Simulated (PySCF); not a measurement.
This PySCF input asks for the spin–spin couplings of `[GeH3][GeH3]`, Ge₂H₆; the geometry comes from GFN2-xTB.

```python
import basis_set_exchange as bse
import numpy as np
from pyscf import gto, dft
from pyscf.data import nist
from pyscf.prop import ssc

atoms = """
Ge   -1.174222    0.116288   -0.021321
Ge    1.177892   -0.112085    0.014590
H    -1.841042   -0.802879   -0.998370
H    -1.630168    1.494280   -0.391267
H    -1.814067   -0.172924    1.301730
H     1.626287   -1.493376    0.381430
H     1.845989    0.800996    0.996493
H     1.818389    0.179114   -1.307850
"""
names = {"Ge": "pcSseg-1", "H": "pcJ-1"}
basis = {el: gto.basis.parse(bse.get_basis(n, elements=[el], fmt="nwchem")) for el, n in names.items()}
mol = gto.M(atom=atoms, basis=basis, charge=0, verbose=0)
mf = dft.RKS(mol, xc="B3LYP")
mf.grids.level = 2
mf.grids.alignment = dft.numint.BLKSIZE   # the property module wants whole blocks of grid points
mf.conv_tol = 1e-9
mf.kernel()

sc = ssc.RKS(mf)
sc.with_fcsd = True   # Fermi contact and spin-dipole together
sc.max_cycle_cphf = 60
g = {"H": 5.58569468}   # nuclear g factors of 1H
sc.nuc_pair = [(i, j) for i in range(mol.natm) for j in range(i + 1, mol.natm)
               if mol.atom_pure_symbol(i) in g and mol.atom_pure_symbol(j) in g]
K = sc.kernel()
unit = nist.HARTREE2J / nist.PLANCK * (0.5 * nist.E_MASS / nist.PROTON_MASS) ** 2
for (i, j), k in zip(sc.nuc_pair, K):
    a, b = mol.atom_pure_symbol(i), mol.atom_pure_symbol(j)
    J = unit * g[a] * g[b] * np.trace(k) / 3
    if abs(J) >= 1:
        print("%s%d %s%d %8.1f Hz" % (a, i, b, j, J))
```

**Question.** What are the results?

**Answer.** 
```
H2 H5     -1.8 Hz
H2 H6     16.1 Hz
H2 H7     -1.8 Hz
H3 H5     16.1 Hz
H3 H6     -1.8 Hz
H3 H7     -1.8 Hz
H4 H5     -1.8 Hz
H4 H6     -1.8 Hz
H4 H7     16.1 Hz
```

These numbers come from an equivalent density-fitted implementation of the same equations, which agrees with the script to about 0.1 Hz, so last digits may differ.

Size and cost of the density-fitted run: 142 basis functions, 30 s wall time on 1 thread of an Arm Neoverse N1, shared host.
